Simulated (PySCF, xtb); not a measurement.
Al(F)(Br)(OMe) (CH3AlBrFO), SMILES C[O][Al]([F])[Br].

GFN2-xTB (xtb 6.7.1) at its own geometry gives an orbital gap of 4.15 eV and a dipole moment of 4.08 D.

Coordinates come from a B3LYP-D3(BJ)/def2-SVP optimisation. The structure was generated by enumeration; whether it is a known compound was not checked. Other conformers were not sampled.

Q: What does PBE/def2-TZVP run with PySCF give? (The exact figures need the calculation; the answer reports its results.)

A: gap 5.16 eV (levels -7.12 and -1.96 eV), dipole 2.01 D.
